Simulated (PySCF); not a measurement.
Mg(F)(SMe) (CH₃FMgS), SMILES [S](C)[Mg][F].

Geometry optimised at PBE0-D3(BJ)/def2-SVP. Other conformers were not sampled.

The numbers are results of IEF-PCM-M06-2X/def2-SVP (PySCF), not measurements.

The values are the electrostatic part of the solvation free energy, E(continuum) − E(gas) at the gas-phase geometry, in a cavity of scaled van der Waals radii (PySCF's table); cavitation and dispersion terms are not included. A continuum can't describe solvent molecules that bind to the metal. In vacuum the orbital gap is 6.85 eV. The dipole moment in vacuum is 1.84 D.

```
solvent         ε  ΔG(elec) (kcal/mol)  dipole (D)  gap (eV)
----------  -----  -------------------  ----------  --------
water       78.36                -17.9        1.73      7.41
acetone     20.49                -16.8        1.73      7.38
chloroform   4.71                -12.6        1.73      7.23
```
